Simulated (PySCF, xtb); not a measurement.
CClF2, SMILES F[C](F)Cl (connectivity only; charge and spin as stated), charge +1, multiplicity 1.

Harmonic wavenumbers (cm⁻¹) from GFN2-xTB in xtb at its own minimum, in rising order: 362, 456, 549, 733, 1267, 1371.

Question: What does PBE-D3(BJ)/def2-TZVP (PySCF) give at its own minimum? (An estimate is asked for; the answer gives what the named calculation found.)

Answer: 410, 505, 661, 800, 1374, 1470. Paired by order, the mean absolute difference is 80 cm⁻¹ and the zero-point energies are 6.8 and 7.5 kcal/mol.
